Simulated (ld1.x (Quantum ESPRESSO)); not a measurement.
What one change does to a pseudopotential (aluminium, PAW)

* Element: Al (Z = 13)
* Generator: ld1.x (Quantum ESPRESSO) 7.5
* Type: PAW
* Functional: revPBE
* Relativity: scalar-relativistic
* Frozen core: [Ne]
* Valence charge: 3
* Reference configuration: 3s1.5 3p1.5
* Partial waves: 3s (bound): rcut 1.75, rcutus 2.40 bohr; 3s channel at -0.2 Ry: rcut 1.75, rcutus 2.40 bohr; 3p (bound): rcut 2.40, rcutus 2.75 bohr; 3p channel at 2.65 Ry: rcut 2.40, rcutus 2.75 bohr; 3d channel at -0.15 Ry: rcut 2.50, rcutus 3.00 bohr; 3d channel at 1.55 Ry: rcut 2.50, rcutus 3.00 bohr
* Local potential: all-electron potential smoothed inside 1.85 bohr (lloc = -1)
* Core correction: Bessel-smoothed model core inside 2.45 bohr
* Augmentation charge: PSQ, radius 1.25 bohr

All-electron outer shells of the reference configuration (revPBE, scalar-relativistic, ld1.x):

```json
{"shell": "2s", "level (eV)": "-109.22", "outermost node (bohr)": "0.16", "outermost maximum (bohr)": "0.50"}
{"shell": "2p", "level (eV)": "-70.55", "outermost node (bohr)": "–", "outermost maximum (bohr)": "0.43"}
{"shell": "3s", "level (eV)": "-8.14", "outermost node (bohr)": "0.80", "outermost maximum (bohr)": "2.09"}
{"shell": "3p", "level (eV)": "-3.03", "outermost node (bohr)": "0.82", "outermost maximum (bohr)": "2.61"}
```

Change: all radii but the core radius scaled by about 1.39 (s 3.34, p 3.84, d 4.18 bohr, rcut 2.44/3.34/3.48); local potential all-electron potential smoothed inside 2.58 bohr (lloc = -1); augmentation PSQ, radius 1.74 bohr.

Cutoffs: the cutoffs (Ry, on a coarse ladder) from which the occupation-weighted sum of valence levels, in a spherical-Bessel basis at the reference potential, stays within 10 and 1 mRy of its value at 400 Ry; they do not see the model core or the augmentation charge, which bear on the density cutoff. Errors are all-electron minus pseudo energies relative to the spin-unpolarised reference configuration.

What does the change do?

Both files are very soft, the changed one slightly softer (loose and tight cutoff 6 and 8 Ry → 6 and 6 Ry on this coarse ladder); of the 7 tests that both files solve, the error grows in 3 and shrinks in 0 by more than 15 % and 0.3 meV (median size 0.3 → 0.6 meV); neither file shows a bound ghost. More of the atom is replaced by a form fitted at one configuration, so other configurations suffer.

```csv
quantity,base,changed
"cutoff, loose",6 Ry,6 Ry
"cutoff, tight",8 Ry,6 Ry
bound ghosts,none,none
"error for 3s2 3p1, meV [ΔE -2.54 eV]",+0.1,+0.1
"error for 3s2 3p0, meV [ΔE 3.21 eV]",+0.3,-0.2
"error for 3s1 3p0, meV [ΔE 22.36 eV]",-11,-14
"error for 3s1 3p2, meV [ΔE 2.58 eV]",-0.1,-0.2
"error for 3s2 3p1.3, meV [ΔE -3.11 eV]",+0.1,+0.6
"error for 3s0 3p3, meV [ΔE 7.85 eV]",-2.2,-2.7
"error for 3s2 3p0.5, meV [ΔE -0.46 eV]",+0.4,+0.6
lowest overlap eigenvalue by channel,"s 0.46, p 0.68, d 0.96","s 0.48, p 0.81, d 0.91"
```
